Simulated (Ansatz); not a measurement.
Single points on the cluster Na₃Pb⁺.

```yaml
crystal:
  periodic: [false, false, false]
  atoms:
    - {symbol: Na, position_ang: [0.800996, 0.332034, 2.520330]}
    - {symbol: Na, position_ang: [-1.209714, -1.392236, -1.926136]}
    - {symbol: Na, position_ang: [1.644054, 0.329890, -0.869390]}
    - {symbol: Pb, position_ang: [-1.235336, 0.730313, 0.275185]}
basis:
  gaussian: {orbitals: def2-TZVP, initial_orbitals: start.molden}
total_charge: 1
magnetization: {spin_polarized: true, initial_magnetization: 2}
hamiltonian: {xc: r2scan, dispersion: d4}
scf: {omitted_lower_state_checks: [starts]}
output: {orbitals: {seedname: orbitals}}
```

The file start.molden holds the orbitals of an earlier run on this structure, at another level or in another basis.

```sh
$ ansatz run in.yaml --threads 4 --pin off --events-out ev --progress --plain --max-ram 3916MiB
```

Shortened log:

```
Functional definition: r2SCAN
1213 factors; their error is unknown
mean field evaluation 1: about -18493.1575 eV, gradient 3.8e0 eV
mean field evaluation 2: about -18493.1914 eV, gradient 7.3e-2 eV
mean field evaluation 4: about -18493.1739 eV, gradient 3.9e-3 eV
mean field evaluation 8: about -18493.1739 eV, gradient 2.2e-5 eV
mean field -18493.17392522 eV, -679.6116066283 hartree, gradient 9.2e-6 eV, S^2 2.055927; 0 other end points of the search recorded, 0 dependent functions left out
reference -18493.17396035 eV, -679.6116079194 hartree; 28, 26 occupied and 118, 120 virtual orbitals, 1213 factors
Total energy: -18493.18711580 eV, -679.6120913732 hartree
Checks for a lower state left out: starts
```

Run time 4.2 s (4 threads of AMD EPYC 9R45 on a shared host).

The first input with `hamiltonian: {xc: pbe, dispersion: d4}` (abridged; 1.1 s):

```
Functional definition: PBE
mean field -18484.50620997 eV, -679.2930739680 hartree, gradient 3.7e-6 eV, S^2 2.018767
Total energy: -18484.58562547 eV, -679.2959924337 hartree
Checks for a lower state left out: starts
```

The first input with `gaussian: {orbitals: def2-TZVP}`, `hamiltonian: {xc: pbe0, dispersion: d4}` (abridged; 3.6 s):

```
Functional definition: PBE0
mean field evaluation 16: about -18484.7059 eV, gradient 1.4e-3 eV
mean field evaluation 32: about -18484.8748 eV, gradient 6.5e-5 eV
mean field -18484.87475724 eV, -679.3066178306 hartree, gradient 5.0e-6 eV, S^2 2.031660
Total energy: -18484.94362192 eV, -679.3091485609 hartree
Checks for a lower state left out: starts
```

Geometry: PBE-D4/def2-TZVP, that of the neutral doublet.

In the def2 sets Pb takes a core potential; there is no spin–orbit coupling. The order of the spin states hangs on the level: the singlet lies 0.08 eV below the triplet at PBE-D4/def2-TZVP, but 0.22 eV above it at r2SCAN-D4/def2-TZVP. The singlet is doubtful at r2SCAN-D4/def2-TZVP (restricted singlet with a triplet 0.22 eV lower at the same geometry). The structure comes from a short search, and lower isomers may exist.
